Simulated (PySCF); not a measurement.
Computed shifts of a molecule C2H6OSi, PBE/pcSseg-1 run with PySCF, GIAO, gas phase, equivalent atoms averaged, in ppm (number of nuclei): ¹³C: 154.8 (1), 100.8 (1). ²⁹Si: -30.4 (1). ¹H: 6.73 (1), 5.32 (3), 5.04 (1), 4.69 (1). References: ¹³C against TMS (σ = 182.0 ppm); ¹⁷O against H2O (σ = 334.3 ppm); ²⁹Si against TMS (σ = 335.4 ppm); ¹H against TMS (σ = 31.49 ppm), references at their B3LYP-D3(BJ)/def2-TZVP geometries, non-relativistic. Geometry optimised at B3LYP-D3(BJ)/def2-SVP. A frequency run showed that this geometry is not a minimum. Other conformers were not sampled.

Problem. Identify the compound among the candidates.
A. C1C[SiH2]O1
B. O=CC[SiH3]
C. C=CO[SiH3]
D. C[SiH2]C=O

Solution. C, C=CO[SiH3]
